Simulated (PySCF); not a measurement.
Some computed properties have been withheld. Give your best values.

C3H11NSi.
Structure used (GFN2-xTB), in Å, numbered top down from 1:
```xyz
16
C3H11NSi angstrom
C     -1.5883    1.0937   -0.0560
C     -0.4758    0.1065    0.2959
C     -0.9172   -1.3320    0.0139
N      0.7269    0.4522   -0.4281
Si     2.3140    0.0721    0.0999
H     -1.2568    2.1108    0.1374
H     -1.8461    1.0084   -1.1104
H     -2.4780    0.8949    0.5362
H     -0.2398    0.1978    1.3616
H     -1.8082   -1.5791    0.5854
H     -0.1237   -2.0239    0.2852
H     -1.1373   -1.4561   -1.0451
H      0.5552    0.4718   -1.4231
H      2.6489   -1.3623    0.1664
H      2.4367    0.6295    1.4471
H      3.1819    0.7247   -0.8777
```

```csv
property,level,value
point group of the GFN2-xTB geometry,GFN2-xTB,C1
"rotational constants A, B, C of the GFN2-xTB geometry",GFN2-xTB,"7.189, 2.140, 1.808 GHz"
dipole moment,PBE0/def2-SVPD,1.06 D
HOMO energy,PBE0/def2-SVPD,-6.70 eV
LUMO energy,PBE0/def2-SVPD,0.38 eV
lowest singlet excitation,TDDFT PBE0/def2-SVPD,"5.76 eV (215 nm, f = 0.011)"
strongest line among the 6 lowest singlet transitions,TDDFT PBE0/def2-SVPD,"S6 at 7.40 eV (168 nm, f = 0.030)"
lowest triplet excitation (Tamm–Dancoff),TDA PBE0/def2-SVPD,?
static isotropic polarisability,PBE0/def2-SVPD,73.2 au
electronic spatial extent ⟨r²⟩ about the centre of nuclear charge,PBE0/def2-SVPD,?
13C chemical shifts (computed TMS as zero) by class,GIAO PBE0/pcSseg-1,"49.7 (C2), 28.9 (C1/C3) ppm"
1H chemical shifts (computed TMS as zero) by class,GIAO PBE0/pcSseg-1,?
"isotropic shieldings of nuclei other than C and H, by class",GIAO PBE0/pcSseg-1,"223 (N4), 410 (Si5) ppm"
```

The electronic properties come from PySCF, for the isolated species, density fitting. NMR classes are plain means over equivalent atoms (diastereotopic ones count apart unless rotation or inversion swaps them), as if these changed places fast; in this geometry the members of some classes differ.

Problem. What are the 1H chemical shifts (computed TMS as zero) by class?

Solution. 4.66 (H14/H15/H16), 2.77 (H9), 1.14 (H6/H7/H8/H10/H11/H12), -0.58 (H13) ppm.

Problem. What is the lowest triplet excitation (Tamm–Dancoff)?

Solution. 5.51 eV.

Problem. What is the electronic spatial extent ⟨r²⟩ about the centre of nuclear charge?

Solution. 740 bohr².

The principal polarisabilities are 65.3, 70.9 and 83.4 au; their mean is the isotropic value. With B = h/(8π²I), that is 505.379 GHz u Å² over I, the principal moments of inertia are 70.3, 236.1 and 279.5 u Å² (most abundant isotopes). The rotational constants make it an asymmetric top with κ = (2B − A − C)/(A − C) = -0.88, nearer the prolate limit (−1).

For the NMR shielding job (PBE0/pcSseg-1), hardware: one thread, Arm Neoverse V1, no GPU, shared host. Cost: 20 s wall.

One conformer stands for the species.
